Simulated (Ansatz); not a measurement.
One change: `OB(F)CF` becomes `OB(F)S[SiH3]`.

Ansatz, PBE0-D4/def2-TZVP geometries, multiplicity 1. Each molecule was computed in one conformer, which needn't be the lowest.

```
                             property  `OB(F)CF`
 HOMO–LUMO gap (PBE0/def2-TZVPP) / eV      10.01
  HOMO–LUMO gap (PBE/def2-TZVPP) / eV       7.23
    LUMO energy (PBE/def2-TZVPP) / eV      -0.42
HOMO–LUMO gap (B3LYP/def2-TZVPP) / eV       9.44
   HOMO energy (PBE0/def2-TZVPP) / eV      -9.37
HOMO energy (ωB97M-V/def2-TZVPP) / eV     -11.77
```

Give the same properties after the change, and the shifts. (Estimate.)

Ansatz gave: 
```csv
property,`OB(F)S[SiH3]`,shift
HOMO–LUMO gap (PBE0/def2-TZVPP) / eV,7.90,-2.11
HOMO–LUMO gap (PBE/def2-TZVPP) / eV,5.83,-1.40
LUMO energy (PBE/def2-TZVPP) / eV,-0.76,-0.34
HOMO–LUMO gap (B3LYP/def2-TZVPP) / eV,7.40,-2.04
HOMO energy (PBE0/def2-TZVPP) / eV,-7.80,1.57
HOMO energy (ωB97M-V/def2-TZVPP) / eV,-9.95,1.82
```

With PBE0 the HOMO rises by 1.57 eV and the LUMO falls by 0.53 eV, so the gap narrows by about 2.10 eV. PBE moves the HOMO by 1.06 eV and ωB97M-V by 1.82 eV.

B3LYP here is the variant with VWN-RPA as its local correlation; programs differ in this.
